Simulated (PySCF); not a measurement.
Ge(Cl)2(Me)(OH) (CH4Cl2GeO), SMILES [Cl][Ge]([OH])([Cl])[CH3].

Geometry optimised at PBE-D3(BJ)/def2-SVP. This is a generated structure with no PubChem entry under its InChIKey; it may be hypothetical. The values are those of a single conformer.

Level of theory: PBE-D3(BJ)/def2-SVP run with PySCF.

Frequencies are harmonic and unscaled.

| mode | ν (cm⁻¹) | IR (km/mol) | moving atoms (share of kinetic energy) |
|---|---|---|---|
| 1 | 55 | 0.4 | H 99 % |
| 2 | 127 | 6.3 | H 31 %, C 30 %, Cl 25 %, O 13 % |
| 3 | 135 | 2.6 | Cl 71 %, C 10 %, Ge 8 % |
| 4 | 168 | 3.7 | Cl 28 %, Ge 27 %, C 22 %, H 17 % |
| 5 | 183 | 3.4 | H 39 %, O 20 %, Cl 15 %, Ge 14 %, C 13 % |
| 6 | 208 | 19.2 | O 46 %, Ge 19 %, Cl 15 %, H 13 % |
| 7 | 264 | 101.2 | H 54 %, O 38 % |
| 8 | 392 | 29.4 | Cl 75 %, Ge 19 % |
| 9 | 417 | 92.0 | Cl 60 %, Ge 39 % |
| 10 | 609 | 23.5 | C 61 %, H 19 %, Ge 17 % |
| 11 | 701 | 86.8 | O 77 %, Ge 18 % |
| 12 | 784 | 39.3 | H 79 %, C 19 % |
| 13 | 784 | 12.6 | H 79 %, C 18 % |
| 14 | 902 | 112.8 | H 90 % |
| 15 | 1204 | 5.8 | H 80 %, C 20 % |
| 16 | 1372 | 5.4 | H 96 % |
| 17 | 1374 | 3.8 | H 96 % |
| 18 | 3000 | 0.0 | H 98 % |
| 19 | 3117 | 0.1 | H 90 %, C 10 % |
| 20 | 3123 | 0.1 | H 90 %, C 10 % |
| 21 | 3723 | 79.8 | H 94 % |
